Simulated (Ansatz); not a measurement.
# A geometry optimisation of BFGe2H4 with B3LYP/6-31G*

The starting geometry of this gas-phase singlet was optimised with GFN2-xTB.

```xyz
8

B     0.7429   -0.7465   -0.6922
F    -0.5557   -0.9225    0.0365
Ge    0.9038   -0.8885    1.6121
Ge    2.5403    0.5851    0.4417
H     3.0915   -0.2525    1.8337
H     1.2399    1.0677    1.6545
H     1.0951   -1.7850   -1.1278
H     0.6155    0.1475   -1.4503
```

**Question.** Predict what it relaxes into with B3LYP/6-31G*.

**Answer.** A new bond forms, giving a structure with H5 bridging Ge3 and Ge4, H6 bridging Ge3 and Ge4, given below by its coordinates. Distances that change by over a tenth: F2–Ge3 (2.15 → 3.14 Å). Contacts that close: Ge3–H5 (2.29 → 1.80 Å).

The energy falls by 0.53 eV over 23 steps:

```json
{"step": "1", "E − E(last) (eV)": "0.528"}
{"step": "3", "E − E(last) (eV)": "0.300"}
{"step": "6", "E − E(last) (eV)": "0.245"}
{"step": "8", "E − E(last) (eV)": "0.177"}
{"step": "11", "E − E(last) (eV)": "0.046"}
{"step": "13", "E − E(last) (eV)": "0.011"}
{"step": "16", "E − E(last) (eV)": "0.001"}
{"step": "18", "E − E(last) (eV)": "0.000"}
{"step": "21", "E − E(last) (eV)": "0.000"}
{"step": "23", "E − E(last) (eV)": "0.000"}
```

Final geometry (Å):

```xyz
8

B     0.6384   -0.6672   -0.5550
F    -0.7070   -0.3911   -0.6221
Ge    1.3392   -1.0805    1.6552
Ge    1.8337    1.0568    0.5151
H     2.8506   -0.3418    1.0149
H     1.3859    0.6361    2.2140
H     0.9708   -1.8469   -0.5077
H     1.3617   -0.1600   -1.4062
```

Frequencies at the end are all real (lowest 82 cm⁻¹). Run with Ansatz 0.2.0, 42 s on 2 threads of Intel(R) Xeon(R) 6975P-C (Granite Rapids) (shared host).
